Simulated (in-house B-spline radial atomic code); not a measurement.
# PBE hybrid excitations of Se V (Se4+)

Method: PBE hybrid with 0.5 exact exchange. Computed with a B-spline radial code for spherical atoms: linear response of the closed shell [Ar] 3d10 4s2 with the functional's adiabatic kernel; scalar-relativistic (spin-free one-electron X2C), finite nucleus, no spin-orbit coupling, no double excitations, S, P, D and F terms only; shells from n = 2 respond. Only terms of natural parity with L up to 3 were computed.

Command:
```bash
python run_td.py task.json out
```
Settings (radii: box in bohr, nucleus in fm):
```
Z                        34
electrons                30
configuration            [Ar] 3d10 4s2
hamiltonian              x2c
method                   pbeh
box_radius               19.1
exact_exchange_fraction  0.5
rms_radius               4.14
intervals                72
```

Run time, properties included: 2.2 s on 1 thread of Arm Neoverse N1, on a shared host.

The lowest states, in the order of their Tamm-Dancoff energies; the method's threshold (minus the highest occupied level) is 64.24 eV. Labels give the largest channel, * marks a mixed state, and oscillator strengths are full-response dipole values. Semilocal kernels can invert the small singlet-triplet splittings of Rydberg terms. Energies in eV:

| state | full response | Tamm-Dancoff | oscillator strength |
| --- | --- | --- | --- |
| 4s → 4p 3P | 10.885 | 11.173 | - |
| 4s → 4p 1P | 16.089 | 16.607 | 1.62 |
| 4s → 4d 3D | ? | ? | - |
| 4s → 4d 1D | 32.51 | 32.53 | - |
| 4s → 5s 3S | 35.14 | 35.15 | - |
| 4s → 5s 1S | ? | ? | - |
| 4s → 5p 3P | 39.88 | 39.89 | - |
| 4s → 5p 1P | 40.34 | 40.38 | 0.0422 |
| 4s → 4f 3F | 44.63 | 44.64 | - |
| 4s → 4f 1F | 44.91 | 44.91 | - |

Task: Where does 4s → 5s 1S lie?

Result: At 36.11 eV in full response, 36.14 eV in Tamm-Dancoff.

Task: Where does 4s → 4d 3D lie?

Result: At 31.09 eV in full response, 31.12 eV in Tamm-Dancoff.

Task: How large is the singlet-triplet splitting of 4s → 4p (P terms) in Tamm-Dancoff?

Result: 5.43 eV, from the unrounded values.

Task: What polarisabilities and dispersion coefficient does the method give?

Result: Dipole 5.117 bohr³, quadrupole 8.124 bohr⁵, C6 13.65 hartree·bohr⁶ for two such species.
